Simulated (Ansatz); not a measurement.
The same path of BF2HO + FH (7 atoms, charge 0, multiplicity 1) was run twice with different band settings. Lost on the way: F6–H7. Made: B1–F6, O2–H7.

The calculation used Ansatz, RKS PBE-D4/def2-SVP.

Relaxed end points:

```xyz
7
Properties=species:S:1:pos:R:3
B -0.053 -0.249 0.097
O -0.031 -0.282 1.473
H -0.931 -0.398 1.832
F 1.096 -0.190 -0.556
F -1.198 -0.361 -0.578
F 0.076 2.250 0.819
H 0.255 1.551 1.430
```

```xyz
7
Properties=species:S:1:pos:R:3
B 0.011 0.399 -0.089
O 0.047 0.009 1.670
H -0.841 -0.372 1.832
F 1.120 -0.204 -0.559
F -1.188 -0.163 -0.416
F 0.032 1.762 -0.014
H 0.033 0.892 2.095
```

Common settings: climbing image yes; spring 5.0 eV/Å²; optimiser quadratic models (default); start path through a guess of the saddle point; force threshold 0.05 eV/Å; iteration limit 60; end points relaxed.

| run | movable images |
| --- | --- |
| 1 | 5 |
| 2 | 1 |

(1) What does each run give, and how far can it be trusted?

Answers

(1) Run 1: converged after 8 iterations, highest image 0.332 eV above the first end. A vibrational analysis at the climbing image gives one clearly imaginary mode, 741i cm⁻¹: a first-order saddle point.
Run 2: converged after 8 iterations, highest image 0.332 eV above the first end. Another band between the same ends (5 images) ends at a top of the same energy, where a vibrational analysis finds 1 clearly imaginary mode. So few images can step over the top or miss a turn of the path.
The orbitals stay closed-shell, which can raise the energy where a bond breaks towards radicals; this wasn't checked here.
